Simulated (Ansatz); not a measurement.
`C[CH]1[CH2][AlH]1` + H–F → `F[CH]1[CH2][AlH]1` + CH₄  (substitution at a C–C bond)

Gas-phase electronic energies from Ansatz, PBE0-D4/def2-TZVP geometries. CCSD(T)/CBS adds triple-zeta CCSD(T) − MP2 to the extrapolated MP2 energy (def2 sets, frozen cores). This one scheme is used for every species. DFT in def2-TZVPP. B3LYP here is the variant with VWN-RPA as its local correlation; programs differ in this. HSE06 is defined as in plane-wave codes.

```json
{"level": "HSE06-D4", "ΔE (eV)": "0.39"}
{"level": "ωB97X-V", "ΔE (eV)": "0.32"}
{"level": "PBE0", "ΔE (eV)": "0.35"}
{"level": "B3LYP", "ΔE (eV)": "0.22"}
```

Problem. What does CCSD(T)/CBS give? (An estimate is asked.)

Solution. Computed: +0.48 eV. The listed levels differ from it by -0.09, -0.16, -0.13, -0.26 eV.

Largest T1 diagnostic among the species: 0.013.

At CCSD(T), def2-SVP lies −0.11 eV from the extrapolated value and def2-TZVPP −0.01 eV. The D4 term adds +0.07 eV with B3LYP and +0.04 eV with PBE0; it sums over pairs of atoms, weighted by their polarisabilities, and B3LYP, whose exchange is more repulsive, gets the larger term. Leaving LDA and LC-ωPBE aside and taking each functional with its dispersion term where it has one, the values, not all of them listed here, spread over 0.24 eV, from BLYP-D4 to PBE-QIDH. LDA lies +0.07 eV from PBE without D4.
